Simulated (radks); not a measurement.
Values are calculated unless marked as measured or tabulated.
Initial-state core-level shifts of the rhenium ion Re+ when its valence configuration changes from [Xe] 4f14 5d5 6s1. Code: a radial shooting solver on a logarithmic mesh with Libxc functionals. Model: scalar-relativistic Kohn-Sham, PBE, spin-unpolarised, spherical densities, finite nucleus; Fermi nuclear charge, rms radius 5.3698 fm. Shifts are changes of the shell-averaged eigenvalues in eV (positive: less bound); the change of the density at the nucleus, which sets a Mossbauer isomer shift, is in e/bohr^3, on a base of 1.649e+06.

| valence | 3d | 4s | 4p | 5p | density at nucleus |
|---|---|---|---|---|---|
| 4f14 5d6 | +2.683 | +2.665 | +2.668 | +2.429 | -111.0 |
| 4f13 5d6 6s1 | -12.573 | -11.376 | -10.986 | -3.110 | +95.0 |
| 4f12 5d7 6s1 | -25.876 | -23.182 | -22.354 | -6.138 | +195.5 |
| 4f13 5d5 6s2 | -15.780 | -14.545 | -14.157 | -5.924 | +231.0 |
| 4f14 5d5 6p1 | -1.534 | -1.541 | -1.540 | -1.534 | -104.9 |
| 4f13 5d7 | -9.657 | -8.486 | -8.093 | -0.494 | -21.4 |
| 4f14 5d4 6s1 6p1 | -4.549 | -4.526 | -4.528 | -4.189 | +20.6 |
| 4f14 5d4.5 6s1.5 | -1.460 | -1.447 | -1.449 | -1.301 | +62.2 |
| 4f11 5d7 6s1 6p1 | -45.097 | -40.538 | -39.228 | -13.828 | +326.3 |
